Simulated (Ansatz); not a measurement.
GeSe2⁻, relaxed as a doublet with UKS r2SCAN-D4/def2-TZVPD in Ansatz, starting from the GFN2-xTB geometry. Force threshold 0.02 eV/Å.

The relaxation made no stability test and no search for a lower SCF solution. The structure comes from a short search, and lower isomers may exist.

Start:

| atom | x (Å) | y (Å) | z (Å) |
| --- | --- | --- | --- |
| Ge1 | 0.0853 | 0.3627 | -0.6389 |
| Se2 | -0.4506 | -1.8659 | -0.6936 |
| Se3 | 0.3653 | 1.5032 | 1.3325 |

```csv
step,energy (eV),largest force component (eV/Å),SCF passes
1,-187220.4718,0.871,21
2,-187220.5350,0.155,30
3,-187220.5370,0.041,24
4,-187220.5371,0.001,26
```

Force components are those of the run's own axes.

End:

```xyz
3

Ge    0.0716    0.3046   -0.5354
Se   -0.4514   -1.8682   -0.7639
Se    0.3797    1.5636    1.2994
```

By distances, no bond broke or formed. The bond that changes most is Ge1–Se3, from 2.29 to 2.25 Å (atoms count from 1).

No frequencies were taken in this run, so the end may be a saddle point.

Run time 19 s (4 threads of Arm Neoverse V1 on a shared host).
